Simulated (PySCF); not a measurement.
## Atomic charges against the basis set

C2H3BF2O.
Numbering: `[O:1]=[CH:2][CH2:3][B:4]([F:5])[F:6]` (hydrogens: H7 on C2; H8, H9 on C3)

PBE0 throughout (PySCF), one geometry, spherical d and f functions. One conformer (not necessarily the lowest) at the PBE0-D3(BJ)/def2-SVP geometry, without solvent, vibrations or thermal averaging. Atoms taken as equivalent share a column and are averaged.

Mulliken charges (e):

```json
{"basis": "STO-3G", "functions": "33", "O1": "-0.187", "C2": "+0.097", "C3": "-0.291", "B4": "+0.380", "F5/F6": "-0.118", "H7": "+0.056", "H8/H9": "+0.091"}
{"basis": "6-31G", "functions": "60", "O1": "-0.361", "C2": "+0.212", "C3": "-0.666", "B4": "+0.778", "F5/F6": "-0.284", "H7": "+0.152", "H8/H9": "+0.227"}
{"basis": "pcSseg-0", "functions": "60", "O1": "-0.438", "C2": "+0.247", "C3": "-1.019", "B4": "+1.014", "F5/F6": "-0.306", "H7": "+0.220", "H8/H9": "+0.294"}
{"basis": "6-31G*", "functions": "90", "O1": "-0.364", "C2": "+0.230", "C3": "-0.651", "B4": "+0.699", "F5/F6": "-0.247", "H7": "+0.139", "H8/H9": "+0.221"}
{"basis": "def2-SVP", "functions": "99", "O1": "-0.213", "C2": "+0.106", "C3": "-0.178", "B4": "+0.263", "F5/F6": "-0.095", "H7": "+0.033", "H8/H9": "+0.090"}
{"basis": "cc-pVDZ", "functions": "99", "O1": "-0.193", "C2": "+0.108", "C3": "-0.169", "B4": "+0.256", "F5/F6": "-0.084", "H7": "+0.018", "H8/H9": "+0.075"}
{"basis": "pcSseg-1", "functions": "117", "O1": "-0.339", "C2": "+0.204", "C3": "-0.495", "B4": "+0.766", "F5/F6": "-0.280", "H7": "+0.086", "H8/H9": "+0.168"}
{"basis": "aug-cc-pVDZ", "functions": "165", "O1": "-0.496", "C2": "+0.605", "C3": "+0.346", "B4": "+1.038", "F5/F6": "-0.405", "H7": "-0.177", "H8/H9": "-0.253"}
{"basis": "6-311+G(2d,p)", "functions": "180", "O1": "-0.332", "C2": "+0.231", "C3": "-0.724", "B4": "+0.871", "F5/F6": "-0.276", "H7": "+0.124", "H8/H9": "+0.192"}
{"basis": "def2-TZVP", "functions": "204", "O1": "-0.258", "C2": "+0.095", "C3": "-0.234", "B4": "+0.479", "F5/F6": "-0.224", "H7": "+0.085", "H8/H9": "+0.140"}
{"basis": "cc-pVTZ", "functions": "222", "O1": "-0.239", "C2": "+0.131", "C3": "-0.211", "B4": "+0.387", "F5/F6": "-0.174", "H7": "+0.057", "H8/H9": "+0.111"}
{"basis": "IGLO-III", "functions": "240", "O1": "-0.381", "C2": "+0.246", "C3": "-0.397", "B4": "+0.832", "F5/F6": "-0.335", "H7": "+0.075", "H8/H9": "+0.148"}
```

IAO charges (e):

| basis | functions | O1 | C2 | C3 | B4 | F5/F6 | H7 | H8/H9 |
| --- | --- | --- | --- | --- | --- | --- | --- | --- |
| STO-3G | 33 | -0.182 | +0.089 | -0.460 | +0.472 | -0.158 | +0.088 | +0.154 |
| 6-31G | 60 | -0.347 | +0.231 | -0.515 | +0.716 | -0.293 | +0.115 | +0.193 |
| pcSseg-0 | 60 | -0.335 | +0.230 | -0.522 | +0.697 | -0.281 | +0.109 | +0.191 |
| 6-31G* | 90 | -0.372 | +0.276 | -0.515 | +0.761 | -0.305 | +0.097 | +0.182 |
| def2-SVP | 99 | -0.366 | +0.275 | -0.512 | +0.746 | -0.300 | +0.094 | +0.181 |
| cc-pVDZ | 99 | -0.365 | +0.275 | -0.516 | +0.747 | -0.301 | +0.096 | +0.183 |
| pcSseg-1 | 117 | -0.378 | +0.280 | -0.516 | +0.758 | -0.307 | +0.101 | +0.185 |
| aug-cc-pVDZ | 165 | -0.389 | +0.285 | -0.521 | +0.762 | -0.309 | +0.103 | +0.189 |
| 6-311+G(2d,p) | 180 | -0.390 | +0.285 | -0.524 | +0.769 | -0.312 | +0.105 | +0.190 |
| def2-TZVP | 204 | -0.389 | +0.286 | -0.526 | +0.777 | -0.314 | +0.102 | +0.189 |
| cc-pVTZ | 222 | -0.385 | +0.285 | -0.527 | +0.775 | -0.313 | +0.102 | +0.189 |
| IGLO-III | 240 | -0.390 | +0.285 | -0.526 | +0.775 | -0.314 | +0.104 | +0.190 |

Some averages cover members that differ in this geometry, most widely: H8/H9, Mulliken in aug-cc-pVDZ -0.384 to -0.121; F5/F6, Mulliken in aug-cc-pVDZ -0.434 to -0.376; H8/H9, Mulliken in IGLO-III +0.131 to +0.164 e.

Q: Which scheme is steadiest as the basis changes?

A: Largest range over the bases for any column: IAO 0.30 e, Mulliken 1.36 e. IAO charges move least and Mulliken charges most, counted in e. Without the minimal STO-3G basis the ranges are IAO 0.08, Mulliken 1.36 e.

Q: How much do the charges still move between the two largest bases, cc-pVTZ and IGLO-III?

A: At most, over all atoms: Mulliken 0.445 e, IAO 0.005 e.

Q: What do the same runs give for the total energy, the frontier levels and the dipole moment?

A: 
```csv
basis,energy (Eh),HOMO (eV),LUMO (eV),μ (D)
STO-3G,-372.3407,-4.30,2.73,1.70
6-31G,-377.3850,-7.67,-0.98,2.43
pcSseg-0,-376.6283,-7.79,-1.08,2.44
6-31G*,-377.4877,-7.47,-0.63,2.27
def2-SVP,-377.2144,-7.63,-0.84,2.25
cc-pVDZ,-377.5160,-7.52,-0.73,2.17
pcSseg-1,-377.4684,-7.79,-1.00,2.37
aug-cc-pVDZ,-377.5425,-7.82,-1.11,2.41
"6-311+G(2d,p)",-377.6214,-7.86,-1.13,2.43
def2-TZVP,-377.6582,-7.81,-1.04,2.36
cc-pVTZ,-377.6406,-7.75,-0.97,2.31
IGLO-III,-377.6654,-7.84,-1.10,2.41
```

The dipole is fixed by the density alone, so its range of 0.74 D shows that the density itself changes with the basis, not only its division among atoms.
